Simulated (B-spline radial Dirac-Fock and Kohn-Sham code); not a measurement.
**Binding energies of Ba⁴⁴⁺**

System: Ba⁴⁴⁺, [Ne] 3s2; nuclear rms radius 4.8378 fm (A = 138).

Input of the calculation (task.json; shells as n, l, electrons):

```json
{"items": [{
  "Z": 56,
  "q": 44,
  "cfg": [[1, 0, 2], [2, 0, 2], [2, 1, 6], [3, 0, 2]],
  "A": 138,
  "rrms": 4.8378,
  "do": ["binding"]
}]}
```

Run with: `python xray_run.py task.json out`

Model: multi-electron Dirac-Fock with separately optimised hole states, Breit and Lamb-shift corrections added in first order. Program: a radial finite-basis atomic code. The model has no electron correlation. Energies are counted from the vacuum level.

All terms are in eV, carry their sign (relaxation lowers the binding energy) and add up to the binding energy; ⟨r⟩ is the mean radius of the orbital in the initial state.

```
  subshell  −ε (Koopmans)  relaxation   Breit  self-energy  vacuum polarisation  binding energy  ⟨r⟩ (bohr)
    K (1s)        40614.2      -23.52  -90.58       -55.17                 7.99         40452.9       0.026
   L1 (2s)         8830.4       -3.35   -9.27        -7.32                 0.98          8811.5       0.107
L2 (2p1/2)         8496.4       -4.97  -15.38         0.35                -0.01          8476.4       0.090
L3 (2p3/2)         8099.3       -4.32   -9.88        -0.32                -0.05          8084.7       0.096
   M1 (3s)         3550.3       -0.21   -2.28        -1.96                 0.25          3546.1       0.259
```

For the deepest level, K (1s), the Breit terms make up -0.224 % of the binding energy, QED -0.117 % and orbital relaxation -0.058 %.

Spin-orbit splittings: 2p 391.7 eV.

Going to the tabulated ground configuration of the next ion removes an electron from M1 (3s), computed at 3546.1 eV. NIST lists 3546 ± 4 eV as the ionisation energy of this species (theoretical), -0.07 eV from the computed value, within the stated uncertainty.
